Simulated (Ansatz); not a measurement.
Reaction (cleavage of the Si–Al bond): `[NH2][Al]([SiH3])[SiH2]O` + `CN[SiH2]O` → `CN([SiH2]O)[SiH2]O` + `[NH2][AlH][SiH3]`

Isolated molecules relaxed with PBE0-D4/def2-TZVP in Ansatz; ΔE leaves out vibrations. CCSD(T)/CBS is the MP2 limit (def2-TZVPP, def2-QZVPP) plus CCSD(T) − MP2 in def2-TZVPP, frozen cores. DFT in def2-TZVPP. Each species was taken in one conformer, which may not be the lowest.

Q: Is it downhill or uphill in electronic energy at CCSD(T)/CBS, and by how much? (Best estimate.)

A: The calculation gave: Downhill: ΔE = -0.83 eV.

Q: What do these levels give: ωB97X-V, PBE0, HF/def2-QZVPP, MP2/def2-QZVPP, HF/CBS(def2), CCSD/CBS(def2)? (Estimate.)

A: Computed: ωB97X-V -0.81, PBE0 -0.62, HF/def2-QZVPP -0.87, MP2/def2-QZVPP -0.93, HF/CBS(def2) -0.87, CCSD/CBS(def2) -0.83 eV.

Largest T1 diagnostic among the species: 0.013.

From PBE to PBE0 (25 % exact exchange), in def2-TZVPP and without D4, ΔE moves by −0.09 eV. The D4 term adds −0.12 eV with B3LYP and −0.06 eV with PBE0; it sums over pairs of atoms, weighted by their polarisabilities, and B3LYP, whose exchange is more repulsive, gets the larger term.

B3LYP here is the variant with VWN-RPA as its local correlation; programs differ in this.
